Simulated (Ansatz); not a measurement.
Redistribution: CH3Br + C5H12 → C2H6 + C4H9Br

Species: CH3Br `CBr`, singlet; C5H12 (pentane) `CCCCC`, singlet; C2H6 (ethane) `CC`, singlet; C4H9Br (1-bromobutane) `CCCCBr`, singlet. The partners trade Br for CH3; both sit on C, so the bond types are kept.

Shapes, held fixed at every level: PBE0-D4/def2-TZVP. Flexible molecules stand in one conformer, not always the lowest. Programs: Ansatz 0.2.0. Electronic energies: no zero-point or thermal term.

```tsv
level	kind	ΔE (kJ/mol)	less CCSD(T)/def2-TZVPP
HF/def2-TZVPP	Hartree–Fock	-9.5	+1.6
PBE-D4/def2-TZVPP	GGA	-12.0	-0.9
r2SCAN-D4/def2-TZVPP	meta-GGA	-12.3	-1.2
r2SCAN0-D4/def2-TZVPP	global hybrid	-11.5	-0.4
wB97X-V/def2-TZVPP	range-separated hybrid	-10.2	+0.9
MP2/def2-SVP	perturbation theory	-13.0	-1.9
MP2/def2-TZVPP	perturbation theory	-12.9	-1.8
CCSD(T)/def2-TZVPP	coupled cluster or CI	-11.1	0.0
```

The highest level, CCSD(T)/def2-TZVPP, gives ΔE = -11.1 kJ/mol; the levels span -13.0 to -9.5. The column of differences is taken from that level and isn't an error. No measured value is set beside it here. Relativity is left out for Br. Outer-core shells of Br are correlated in most correlated rows, in sets that cover them unevenly.
